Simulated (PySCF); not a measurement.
Spinor energies of Ti³⁺ (titanium, charge +3)

Start: [Ar] 3d1; 3d3/2 filled at m_j = +3/2. Calculated with PySCF 2.14 in x2c-SVPall-2c (5s5p3d1f, 42 functions): generalised Hartree-Fock with the X2C-1e Hamiltonian and a Gaussian nucleus; one run each with spin-orbit coupling (SO) switched off, then screened by Boettger's factors.

```json
{"spinor shell": "1s1/2", "electrons": "2", "ε, spin-free (eV)": "-5052.0", "ε, screened SO (eV)": "-5051.9", "weight of nominal j (screened SO)": "1.000", "rms radius, screened SO (bohr)": "0.0805"}
{"spinor shell": "2s1/2", "electrons": "2", "ε, spin-free (eV)": "-625.05", "ε, screened SO (eV)": "-625.04", "weight of nominal j (screened SO)": "1.000", "rms radius, screened SO (bohr)": "0.350"}
{"spinor shell": "2p1/2", "electrons": "2", "ε, spin-free (eV)": "-521.04", "ε, screened SO (eV)": "-525.25", "weight of nominal j (screened SO)": "1.000", "rms radius, screened SO (bohr)": "0.319"}
{"spinor shell": "2p3/2", "electrons": "4", "ε, spin-free (eV)": "-521.04", "ε, screened SO (eV)": "-518.95", "weight of nominal j (screened SO)": "1.000", "rms radius, screened SO (bohr)": "0.321"}
{"spinor shell": "3s1/2", "electrons": "2", "ε, spin-free (eV)": "-112.37", "ε, screened SO (eV)": "-112.37", "weight of nominal j (screened SO)": "1.000", "rms radius, screened SO (bohr)": "1.07"}
{"spinor shell": "3p1/2", "electrons": "2", "ε, spin-free (eV)": "-81.787", "ε, screened SO (eV)": "-83.140", "weight of nominal j (screened SO)": "0.902", "rms radius, screened SO (bohr)": "1.16"}
{"spinor shell": "3p3/2", "electrons": "4", "ε, spin-free (eV)": "-81.787", "ε, screened SO (eV)": "-81.107", "weight of nominal j (screened SO)": "0.951", "rms radius, screened SO (bohr)": "1.16"}
{"spinor shell": "3d3/2", "electrons": "1", "ε, spin-free (eV)": "-43.973", "ε, screened SO (eV)": "-43.999", "weight of nominal j (screened SO)": "0.969", "rms radius, screened SO (bohr)": "1.38"}
```

```
   quantity   spin-free  screened SO
E (hartree)  -850.95775   -850.96297
        M_J         3/2          3/2
       ⟨J²⟩       4.222        3.905
       ⟨L²⟩       6.005        6.005
       ⟨S²⟩       0.751        0.752
```

Each row is a mean over spinors that exchange with the open shell spreads, by up to 4.595 eV (3p1/2).

⟨J²⟩ departs a little from M_J(M_J + 1) because the unrestricted spinors polarise the closed shells.

Without spin-orbit coupling the j labels of p, d and f shells carry no meaning; the spin-free column gives the mean over the occupied spinors of each nl shell, and its ⟨J²⟩ belongs to a mixture of degenerate components.
